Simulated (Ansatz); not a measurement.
Reaction (redistribution): `ClC[SiH2][SeH]` + `[F][Ti]([F])([Cl])[Cl]` → `ClC[SiH2]Cl` + `[F][Ti]([F])([Cl])[SeH]`

Calculated with Ansatz (gas phase, PBE0-D4/def2-TZVP geometries, no zero-point term in ΔE). CCSD(T)/CBS is the MP2 limit (def2-TZVPP, def2-QZVPP) plus CCSD(T) − MP2 in def2-TZVPP, frozen cores. DFT in def2-TZVPP. B3LYP here is the variant with VWN-RPA as its local correlation; programs differ in this. For Se, Ti outer-core shells are correlated without core-valence functions, which leaves a few kJ/mol of doubt a bond. Scalar relativity is left out up to krypton. Each species was taken in one conformer, which may not be the lowest.

`ClC[SiH2][SeH]`:

Cartesian coordinates in Å:
```
Cl 0.263 2.588 -0.047
C -0.065 0.952 -0.688
Si 0.381 -0.301 0.640
Se 0.027 -2.430 -0.098
H -1.119 0.906 -0.961
H 0.533 0.816 -1.589
H 1.832 -0.223 0.926
H -0.419 -0.020 1.856
H -1.434 -2.289 -0.039
```

`[F][Ti]([F])([Cl])[Cl]`:

Cartesian coordinates in Å:
```
F 0.144 -1.042 -1.450
Ti -0.034 -0.090 -0.013
F -0.921 -1.001 1.166
Cl 1.926 0.402 0.777
Cl -1.115 1.732 -0.481
```

`ClC[SiH2]Cl`:

Z-matrix (Å, degrees):
```
C
Si 1 1.873
Cl 1 1.787 2 106.4
H 1 1.090 2 112.5 3 -118.2
H 1 1.090 2 112.5 3 118.2
Cl 2 2.058 1 108.5 3 -180.0
H 2 1.479 1 109.9 3 -61.5
H 2 1.479 1 109.9 3 61.5
```

`[F][Ti]([F])([Cl])[SeH]`:

Z-matrix (Å, degrees):
```
Ti
F 1 1.735
Cl 1 2.181 2 110.8
F 1 1.740 2 113.4 3 122.9
Se 1 2.402 2 105.2 3 -118.7
H 5 1.474 1 88.4 2 -163.5
```

```csv
level,ΔE (kcal/mol),difference from CCSD(T)/CBS
PBE-D4,3.5,1.0
r2SCAN-D4,3.3,0.8
PBE0-D4,3.5,1.0
B3LYP-D4,2.9,0.4
ωB97X-V,3.7,1.2
ωB97M-V,3.2,0.7
B2PLYP,2.0,-0.5
PBE,3.5,1.0
r2SCAN,3.3,0.8
PBE0,3.4,0.9
B3LYP,2.8,0.3
HF/def2-TZVPP,4.1,1.6
MP2/def2-TZVPP,1.7,-0.8
SCS-MP2/def2-TZVPP,1.9,-0.6
CCSD/def2-TZVPP,3.1,0.6
CCSD(T)/def2-TZVPP,2.6,0.1
HF/def2-QZVPP,4.2,1.7
MP2/def2-QZVPP,1.7,-0.8
SCS-MP2/def2-QZVPP,2.0,-0.5
HF/CBS(def2),4.2,1.7
MP2/CBS(def2),1.7,-0.8
CCSD/CBS(def2),3.0,0.5
CCSD(T)/CBS,2.5,0
```

Largest T1 diagnostic among the species: 0.024, so the coupled-cluster value is less sure than usual.

In def2-TZVPP, CCSD(T) changes the Hartree–Fock value by −1.5 kcal/mol (the triples alone add −0.5 kcal/mol) and MP2 by −2.3 kcal/mol.
